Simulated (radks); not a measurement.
Spherical jellium clusters: N electrons in a uniform positive sphere of charge N and radius rs N^(1/3), rs = 2.51 bohr. Calculated with a radial shooting solver with Libxc functionals: non-relativistic Kohn-Sham, LDA (Slater exchange, Perdew-Wang correlation), spin-polarised, spherical densities. Levels are named by radial order and angular momentum (1s, 1p, 1d, 2s, ...), and open shells are averaged over m.

N = 29, configuration 1s2 1p6 1d10 2s2 1f(up 7, down 2). This is the lowest configuration that the search found. Occupied and some empty levels:

| level | occupation | eigenvalue (eV) | <r> (bohr) |
|---|---|---|---|
| 1s up | 1 | -9.8041 | 4.469 |
| 1s down | 1 | -9.5651 | 4.314 |
| 1p up | 3 | -8.0438 | 5.481 |
| 1p down | 3 | -7.6803 | 5.401 |
| 1d up | 5 | -5.9721 | 6.203 |
| 1d down | 5 | -5.5493 | 6.183 |
| 2s up | 1 | -5.3378 | 5.327 |
| 2s down | 1 | -5.0859 | 5.420 |
| 1f up | 7 | -3.6513 | 6.862 |
| 1f down | 2 | -3.2166 | 6.901 |
| 2p up | 0 | -2.8305 | 6.637 |
| 2p down | 0 | -2.6007 | 6.735 |
| 1g up | 0 | -1.1919 | 7.663 |
| 1g down | 0 | -0.79341 | 7.824 |
| 2d up | 0 | -0.77683 | 9.095 |
| 2d down | 0 | -0.60056 | 9.483 |

Energy (eV): total -32.7050, kinetic 119.35, external -3469.8, Hartree 1694.0, exchange-correlation -156.83, background 1780.6.

Electron density:

| r (bohr) | n(r) (e/bohr^3) |
|---|---|
| 0.573 | 0.01876 |
| 1.53 | 0.01607 |
| 2.49 | 0.01357 |
| 3.44 | 0.01351 |
| 4.40 | 0.01542 |
| 5.36 | 0.01629 |
| 6.31 | 0.01349 |
| 7.27 | 0.008011 |
| 8.22 | 0.003436 |
| 9.18 | 0.001217 |
| 10.1 | 0.0003923 |
| 11.1 | 0.0001219 |
| 12.1 | 0.00003663 |
